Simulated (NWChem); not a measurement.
Everything below was run with NWChem. System: H3BN, charge 0, spin multiplicity 4, at the geometry of a parent with another charge or spin, in a state set for the comparison that need not be this species' ground state. Its SCF solution wasn't tested for a lower state. Level: ROCCSD(T)/def2-TZVP, 2 core orbitals frozen.

Input file:

```
start mol
memory heap 100 mb stack 700 mb global 1900 mb
geometry units angstroms nocenter noautoz
  B     -0.781884     0.351445     0.000000
  N      0.514144    -0.115086     0.000000
  H     -1.771112    -0.342482     0.000000
  H      0.757219    -1.102534     0.000000
  H      1.324305     0.493393     0.000000
  symmetry group Cs
end
basis spherical
  * library def2-tzvp
end
scf
  rohf
  nopen 3
  maxiter 100
  thresh 1e-7
  semidirect memsize 60000000 filesize 0
  # guess.movecs holds the orbitals of an unrestricted PBE0 run
  vectors input guess.movecs swap 6 7 output mol.movecs
end
tce
  freeze core 2
  ccsd(t)
  2eorb
  2emet 13
  thresh 1e-6
  maxiter 100
  tilesize 24
end
task tce energy
```

Output (cleaned and shortened):

```
             Northwest Computational Chemistry Package (NWChem) 7.3.0
             --------------------------------------------------------

                                NWChem Input Module
                                -------------------

 Scaling coordinates for geometry "geometry" by  1.889725989
 (inverse scale =  0.529177249)

 Turning off AUTOSYM since
 SYMMETRY directive was detected!

                             Geometry "geometry" -> ""
                             -------------------------

 Output coordinates in angstroms (scale by  1.889725989 to convert to a.u.)

  No.       Tag          Charge          X              Y              Z
 ---- ---------------- ---------- -------------- -------------- --------------
    1 B                    5.0000    -0.78188400     0.35144500     0.00000000
    2 N                    7.0000     0.51414400    -0.11508600     0.00000000
    3 H                    1.0000    -1.77111200    -0.34248200     0.00000000
    4 H                    1.0000     0.75721900    -1.10253400     0.00000000
    5 H                    1.0000     1.32430500     0.49339300     0.00000000

 Effective nuclear repulsion energy (a.u.)      27.7282369953

            Nuclear Dipole moment (a.u.)
            ----------------------------
        X                 Y               Z
 ---------------- ---------------- ----------------
    -0.0000000000     0.0000000000     0.0000000000

      Symmetry information
      --------------------

 Group name             Cs
 Group number              2
 Group order               2
 No. of unique centers     5

      Symmetry unique atoms

     1    2    3    4    5


 Summary of "ao basis" -> "" (spherical)
 ------------------------------------------------------------------------------
       Tag                 Description            Shells   Functions and Types
 ---------------- ------------------------------  ------  ---------------------
 *                         def2-tzvp                  on all atoms

 Summary of "ao basis" -> "ao basis" (spherical)
 ------------------------------------------------------------------------------
       Tag                 Description            Shells   Functions and Types
 ---------------- ------------------------------  ------  ---------------------
 B                         def2-tzvp                11       31   5s3p2d1f
 N                         def2-tzvp                11       31   5s3p2d1f
 H                         def2-tzvp                 4        6   3s1p

                                 NWChem SCF Module
                                 -----------------

  ao basis        = "ao basis"
  functions       =    80
  atoms           =     5
  closed shells   =     6
  open shells     =     3
  charge          =   0.00
  wavefunction    = ROHF
  use symmetry    = T
  symmetry adapt  = T

 Summary of "ao basis" -> "ao basis" (spherical)
 ------------------------------------------------------------------------------
       Tag                 Description            Shells   Functions and Types
 ---------------- ------------------------------  ------  ---------------------
 B                         def2-tzvp                11       31   5s3p2d1f
 N                         def2-tzvp                11       31   5s3p2d1f
 H                         def2-tzvp                 4        6   3s1p

      Symmetry analysis of basis
      --------------------------

        a'         57
        a"         23

 Forming initial guess at       0.1s

 Swapping ROHF orbitals     6    7

      Symmetry analysis of molecular orbitals - initial
      -------------------------------------------------

  Numbering of irreducible representations:

     1 a'          2 a"

  Orbital symmetries:

     1 a'          2 a'          3 a'          4 a'          5 a'
     6 a'          7 a"          8 a'          9 a"         10 a'
    11 a'         12 a'         13 a'         14 a"         15 a'
    16 a'         17 a'         18 a"         19 a'

 Starting SCF solution at       0.1s

 ----------------------------------------------
         Quadratically convergent ROHF

 Convergence threshold     :          1.000E-07
 Maximum no. of iterations :          100
 Final Fock-matrix accuracy:          1.000E-09
 ----------------------------------------------

              iter       energy          gnorm     gmax       time
             ----- ------------------- --------- --------- --------
                 1      -80.6587569699  6.43D-01  1.78D-01      0.7
                 2      -80.6823990204  1.21D-01  4.60D-02      0.8
                 3      -80.6863195190  7.40D-03  2.18D-03      1.0
                 4      -80.6863363574  3.02D-05  1.17D-05      1.4
                 5      -80.6863363578  3.16D-09  1.04D-09      2.0

       Final ROHF results
       ------------------

         Total SCF energy =    -80.686336357796
      One-electron energy =   -162.441081797972
      Two-electron energy =     54.026508444923
 Nuclear repulsion energy =     27.728236995253

        Time for solution =      1.9s

       Symmetry analysis of molecular orbitals - final
       -----------------------------------------------

  Numbering of irreducible representations:

     1 a'          2 a"

  Orbital symmetries:

     1 a'          2 a'          3 a'          4 a'          5 a'
     6 a'          7 a"          8 a'          9 a"         10 a'
    11 a'         12 a'         13 a'         14 a"         15 a'
    16 a'         17 a'         18 a"         19 a'

             Final eigenvalues
             -----------------

              1
[...]
  ----- ------------  ---------------      ----- ------------  ---------------
     4      0.459116  1 B  s                 10      0.350597  1 B  py
     7      0.325408  1 B  py                 5      0.304339  1 B  s
    36     -0.208909  2 N  s                 13      0.188853  1 B  py
     3      0.180640  1 B  s

 Vector    9  Occ=1.000000D+00  E= 3.670185D-02  Symmetry=a"
              MO Center= -7.3D-01,  3.5D-01, -6.6D-15, r^2= 2.4D+00
   Bfn.  Coefficient  Atom+Function         Bfn.  Coefficient  Atom+Function
  ----- ------------  ---------------      ----- ------------  ---------------
    11      0.500739  1 B  pz                14      0.447101  1 B  pz
     8      0.356261  1 B  pz                45     -0.296729  2 N  pz
    42     -0.207252  2 N  pz                39     -0.201722  2 N  pz

 Vector   10  Occ=0.000000D+00  E= 8.688453D-02  Symmetry=a'
              MO Center=  1.1D+00, -4.9D-01, -7.2D-18, r^2= 4.9D+00
   Bfn.  Coefficient  Atom+Function         Bfn.  Coefficient  Atom+Function
  ----- ------------  ---------------      ----- ------------  ---------------
    36      2.666735  2 N  s                 77     -1.160151  5 H  s
    71     -1.122292  4 H  s                  5     -0.612129  1 B  s
     9     -0.468263  1 B  px                 4     -0.387376  1 B  s
    13      0.321083  1 B  py                12     -0.315466  1 B  px
    34      0.202733  2 N  s                 65      0.167663  3 H  s

 Vector   11  Occ=0.000000D+00  E= 1.344728D-01  Symmetry=a'
              MO Center=  1.1D+00, -2.0D-01, -6.2D-18, r^2= 5.9D+00
   Bfn.  Coefficient  Atom+Function         Bfn.  Coefficient  Atom+Function
  ----- ------------  ---------------      ----- ------------  ---------------
    77      1.823683  5 H  s                 71     -1.650981  4 H  s
    44     -1.277884  2 N  py                13      0.560692  1 B  py
    65      0.534123  3 H  s                  5     -0.490334  1 B  s
    43     -0.490038  2 N  px                12      0.376670  1 B  px
    38     -0.171330  2 N  py

 Vector   12  Occ=0.000000D+00  E= 1.903245D-01  Symmetry=a'
              MO Center= -5.3D-01, -6.1D-01, -1.7D-17, r^2= 7.0D+00
   Bfn.  Coefficient  Atom+Function         Bfn.  Coefficient  Atom+Function
  ----- ------------  ---------------      ----- ------------  ---------------
     5      3.666037  1 B  s                 71     -1.827011  4 H  s
    65     -1.544592  3 H  s                  4     -1.499254  1 B  s
    13     -1.188865  1 B  py                44     -0.319187  2 N  py
    77     -0.294227  5 H  s                 36      0.289686  2 N  s
    43      0.175206  2 N  px                 3      0.161427  1 B  s

 center of mass
 --------------
 x =  -0.07384555 y =   0.08752667 z =   0.00000000

 moments of inertia (a.u.)
 ------------------
          10.976626246251          12.051003101073           0.000000000000
          12.051003101073          56.765760809940           0.000000000000
           0.000000000000           0.000000000000          67.742387056190

  Mulliken analysis of the total density
  --------------------------------------

    Atom       Charge   Shell Charges
 -----------   ------   -------------------------------------------------------
    1 B    5     5.65   0.91  1.07  0.43  0.57  0.20  0.96  0.99  0.45  0.04  0.01  0.01
    2 N    7     6.97   0.82  1.16  0.56  0.86  0.07  1.48  1.61  0.38  0.01  0.04  0.00
    3 H    1     1.00   0.24  0.51  0.22  0.01
    4 H    1     0.71   0.25  0.38  0.03  0.03
    5 H    1     0.68   0.25  0.38  0.02  0.03

 Mulliken analysis of the open-shell density
 -------------------------------------------

    Atom       Charge   Shell Charges
 -----------   ------   -------------------------------------------------------
    1 B    5     2.06   0.00 -0.01  0.07  0.22  0.14  0.50  0.71  0.42  0.01 -0.01  0.00
    2 N    7     0.91   0.00 -0.00  0.01  0.00 -0.03  0.41  0.43  0.07  0.00  0.02  0.00
    3 H    1     0.01   0.01  0.01 -0.01  0.01
    4 H    1     0.03   0.00  0.01  0.01  0.01
    5 H    1    -0.01   0.00  0.00 -0.02  0.01

       Multipole analysis of the density wrt the origin
       ------------------------------------------------

     L   x y z        total         open         nuclear
     -   - - -        -----         ----         -------
     0   0 0 0     -0.000000     -3.000000     15.000000

     1   1 0 0      2.306460      1.999972     -0.000000
     1   0 1 0     -0.971252     -2.235126      0.000000
     1   0 0 1     -0.000000      0.000000      0.000000

     2   2 0 0    -10.956314     -9.303621     37.035949
     2   1 1 0      0.982485      4.018916     -4.867448
     2   1 0 1      0.000000     -0.000000      0.000000
     2   0 2 0    -10.800283     -7.927790      8.165572
     2   0 1 1     -0.000000      0.000000      0.000000
     2   0 0 2    -12.982087     -7.800881      0.000000

                   NWChem Extensible Many-Electron Theory Module
                   ---------------------------------------------


            General Information
            -------------------
      Number of processors :     1
         Wavefunction type : Restricted open-shell Hartree-Fock
          No. of electrons :    15
           Alpha electrons :     9
            Beta electrons :     6
           No. of orbitals :   160
            Alpha orbitals :    80
             Beta orbitals :    80
        Alpha frozen cores :     2
         Beta frozen cores :     2
     Alpha frozen virtuals :     0
      Beta frozen virtuals :     0
         Spin multiplicity : quartet
    Number of AO functions :    80
       Number of AO shells :    34
        Use of symmetry is : on
      Symmetry adaption is : on
         Schwarz screening : 0.10D-09

          Correlation Information
          -----------------------
          Calculation type : Coupled-cluster singles & doubles w/ perturbation
   Perturbative correction : (T)
            Max iterations :      100
        Residual threshold : 0.10D-05
     T(0) DIIS level shift : 0.00D+00
     L(0) DIIS level shift : 0.00D+00
     T(1) DIIS level shift : 0.00D+00
     L(1) DIIS level shift : 0.00D+00
     T(R) DIIS level shift : 0.00D+00
     T(I) DIIS level shift : 0.00D+00
   CC-T/L Amplitude update :  5-th order DIIS
                I/O scheme : Global Array Library
        L-threshold :  0.10D-05
        EOM-threshold :  0.10D-05
 no EOMCCSD initial starts read in
 TCE RESTART OPTIONS
 SLICE:      F
 D4D5:       F
 quantumc:   F
 qrotation:  F
 pwtce:      F
 qducc:      F
 nacto:                         0
 nrotv:                         0
 nrot:                          0

            Memory Information
            ------------------
          Available GA space size is     249024000 doubles
          Available MA space size is     104853228 doubles

 Maximum block size supplied by input
 Maximum block size        24 doubles

 tile_dim =     21

 -------------------------------------------------
   1    alpha     a'     4 doubles       0       1
   2    alpha     a'     1 doubles       4       2
   3    alpha     a"     2 doubles       5       3
   4    beta      a'     4 doubles       7       4
   5    alpha     a'    16 doubles      11       5
   6    alpha     a'    17 doubles      27       6
   7    alpha     a'    17 doubles      44       7
   8    alpha     a"    21 doubles      61       8
   9    beta      a'     1 doubles      82       9
  10    beta      a'    16 doubles      83      10
  11    beta      a'    17 doubles      99      11
  12    beta      a'    17 doubles     116      12
  13    beta      a"     2 doubles     133      13
  14    beta      a"    21 doubles     135      14

 Global array virtual files algorithm will be used

 Parallel file system coherency ......... OK

 4-electron integrals stored in orbital form

 v2    file size   =          4267162
 4-index algorithm nr.  13 is used
 imaxsize =       30
 imaxsize ichop =        0


CCSD iterations
 ---------------------------------------------------------
 Iter          Residuum       Correlation     Cpu    Wall
 ---------------------------------------------------------
    1   0.1296428384715  -0.2598679132029     1.0     1.0
    2   0.0332232505850  -0.2729275971841     0.8     0.8
    3   0.0131626450366  -0.2773409952128     0.8     0.8
    4   0.0088446982371  -0.2783210483047     0.8     0.8
    5   0.0113687379014  -0.2786789723366     0.8     0.8
    6   0.0018726944039  -0.2789878515822     0.8     0.8
    7   0.0019566570490  -0.2788999962124     0.8     0.8
    8   0.0030343116971  -0.2789267717979     0.8     0.8
    9   0.0050980602710  -0.2789172937250     0.8     0.8
   10   0.0086885885975  -0.2789425547535     1.0     1.0
   11   0.0000746801213  -0.2789311986067     0.9     0.9
   12   0.0000489082582  -0.2789336082742     0.9     0.9
   13   0.0000434891091  -0.2789346992984     0.9     0.9
   14   0.0000546530916  -0.2789352889411     1.3     1.3
   15   0.0000690040248  -0.2789351005795     1.1     1.1
   16   0.0000047659132  -0.2789356553595     1.0     1.0
   17   0.0000048144885  -0.2789354316537     0.8     0.8
   18   0.0000078443774  -0.2789354163705     0.9     0.9
   19   0.0000133613809  -0.2789353913506     0.8     0.8
   20   0.0000230046564  -0.2789354288690     1.0     1.0
   21   0.0000002042305  -0.2789354012553     1.0     1.0
 -----------------------------------------------------------------
 Iterations converged
 CCSD correlation energy / hartree =        -0.278935401255312
 CCSD total energy / hartree       =       -80.965271759051149

 Singles contributions

 Doubles contributions
 CCSD(T)
 Using plain CCSD(T) code
             total no. of tasks          457
 total no. of tasks / no. procs          457
                         wl_min           64           2.0
                         wl_max       479808           8.8
        thresh for no. of tasks          457

 CCSD[T]  correction energy / hartree =        -0.008241167736807
 CCSD[T] correlation energy / hartree =        -0.287176568992119
 CCSD[T] total energy / hartree       =       -80.973512926787961
 CCSD(T)  correction energy / hartree =        -0.008130001788708
 CCSD(T) correlation energy / hartree =        -0.287065403044020
 CCSD(T) total energy / hartree       =       -80.973401760839863

 Task  times  cpu:       45.4s     wall:       45.4s

 Total times  cpu:       45.4s     wall:       45.4s
```
